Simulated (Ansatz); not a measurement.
HSn, doublet, at a GFN2-xTB geometry (such geometries of metal compounds can be far from the true shape) (all electrons, no relativity); B3LYP/3-21G run with Ansatz (a first-principles code).

Here is a job for Ansatz.
Ansatz 0.2 input:
```yaml
crystal:
  periodic: [false, false, false]
  atoms:
    - {symbol: Sn, position_ang: [-0.00000000, -0.00000000, -0.03544185]}
    - {symbol: H, position_ang: [0.00000000, 0.00000000, 1.77209231]}
basis:
  gaussian:
    orbitals: 3-21G.json
hamiltonian:
  xc: b3lyp
magnetization: {spin_polarized: true, initial_magnetization: 1}
```
The basis file holds 3-21G in the JSON format of the Basis Set Exchange.

What the program printed (banner, timings and long lists left out):

```
Functional definition: B3LYP
416 factors; integrals over basis functions are off by at most 3.4e-4 eV
mean field evaluation 1: about -163262.8400 eV, gradient 5.6e0 eV
mean field evaluation 2: about -163262.9494 eV, gradient 2.6e0 eV
mean field evaluation 4: about -163263.0325 eV, gradient 8.1e-2 eV
mean field evaluation 8: about -163263.0304 eV, gradient 6.3e-4 eV
mean field evaluation 16: about -163263.0304 eV, gradient 2.5e-5 eV
mean field -163263.03043286 eV, -5999.8057047511 hartree, gradient 6.3e-5 eV, S^2 0.750632; 1 other end points of the search recorded, 0 dependent functions left out
reference -163263.03059262 eV, -5999.8057106219 hartree; 26, 25 occupied and 9, 10 virtual orbitals, 416 factors
Total energy: -163263.03059262 eV, -5999.8057106219 hartree
```
